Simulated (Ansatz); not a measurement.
The same ligand exchange along the group B, Al, Ga, In.

Gas-phase electronic energies from Ansatz, PBE0-D4/def2-TZVP geometries. CCSD(T)/CBS is the MP2 limit (def2-TZVPP, def2-QZVPP) plus CCSD(T) − MP2 in def2-TZVPP, frozen cores. This one scheme is used for every species. def2 core potentials past Kr. For Ga, I, In outer-core shells are correlated without core-valence functions, which leaves a few kJ/mol of doubt a bond. Scalar relativity is left out up to krypton.

(1) Order these by ΔE at CCSD(T)/CBS, lowest first. (Best estimate.)
A. `BI` + `[SiH3]N[SiH3]` → `BN([SiH3])[SiH3]` + HI
B. `[GaH2][I]` + `[SiH3]N[SiH3]` → `[SiH3][N]([SiH3])[GaH2]` + HI
C. `[InH2][I]` + `[SiH3]N[SiH3]` → `[SiH3][N]([SiH3])[InH2]` + HI
D. `[AlH2][I]` + `[SiH3]N[SiH3]` → `[AlH2][N]([SiH3])[SiH3]` + HI

Largest T1 diagnostic: 0.015, for `[SiH3][N]([SiH3])[InH2]`.

Results:

(1) A (-50.9 kJ/mol), D (+51.6 kJ/mol), B (+74.0 kJ/mol), C (+111.3 kJ/mol).
